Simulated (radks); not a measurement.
Spherical quantum dot in the effective-mass picture: electrons in a well V = -V0 / (1 + exp((r - R)/a)) with V0 = 22.3, R = 1.92, a = 0.16, all in effective atomic units (hartree* = m*/eps^2 hartree, bohr* = eps/m* bohr), one dielectric constant everywhere. Method: non-relativistic Kohn-Sham, PBEsol, spin-polarised, spherical densities; computed with a radial shooting solver with Libxc functionals. Levels are named by radial order and angular momentum (1s, 1p, 1d, 2s, ...), and open shells are averaged over m. Results are scaled to m* = 0.032 and eps = 5.5, for which hartree* = 28.79 meV and bohr* = 9.095 nm.

N = 19, configuration 1s2 1p6 1d10 2s(up 1, down 0). This is the lowest configuration that the search found. Occupied and some empty levels:

level,occupation,eigenvalue (meV),<r> (nm)
1s up,1,-212.94,10.44
1s down,1,-211.67,10.55
1p up,3,-185.19,11.55
1p down,3,-184.63,11.57
1d up,5,-144.62,12.36
1d down,5,-144.23,12.36
2s up,1,-101.85,9.065
2s down,0,-96.828,9.165
1f up,0,-93.572,13.02
1f down,0,-93.186,13.02
2p up,0,-38.713,10.57
2p down,0,-36.368,10.65
1g up,0,-33.534,13.61
1g down,0,-33.103,13.60

Energy (meV): total -6587.83, kinetic 1537.7, external -11345, Hartree 3635.2, exchange-correlation -415.43.

Electron density:

r (nm),n(r) (e/nm^3)
0.485,0.001003
2.31,0.0009480
4.14,0.0008913
5.97,0.0009509
7.80,0.001181
9.62,0.001461
11.5,0.001508
13.3,0.001124
15.1,0.0005259
16.9,0.0001401
18.8,0.00002281
20.6,2.827e-06
22.4,3.243e-07
24.2,3.786e-08
